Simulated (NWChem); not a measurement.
Species: CaHSCl; SMILES [SH][Ca][Cl]

```xyz
4

Ca     0.5040     0.0167     0.0243
Cl    -0.3049    -2.2939    -0.0084
S      0.4040     2.5921    -0.0338
H     -0.9457     2.6776    -0.0136
```
Atoms are numbered in this order, from 1.

Program: NWChem. Structure relaxed at the PBE0/def2-SVP level. Static field.

Order these by “isotropic polarisability (bohr³)”, lowest first: Hartree-Fock/def2-SVPD; B3LYP/def2-SVPD; PBE/def2-SVPD; LC-BLYP (range parameter 0.33 per bohr)/def2-SVPD.

Hartree-Fock/def2-SVPD (59.7), LC-BLYP (range parameter 0.33 per bohr)/def2-SVPD (67.2), B3LYP/def2-SVPD (69.4), PBE/def2-SVPD (72.9)
